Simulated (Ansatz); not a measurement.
Task: Name a neutral molecule of Br, C, I, O and H with HOMO energy (PBE/def2-TZVPP) between -6.40 and -6.10 eV and size of the dipole moment (ωB97M-V/def2-TZVPP) between 2.10 and 2.40 D (Ansatz, PBE0-D4/def2-TZVP geometry).

Result: `OC(O)(Br)I` (-6.33 eV, 2.18 D). Other molecules can fit too; these were computed, each in one conformer that needn't be the lowest.
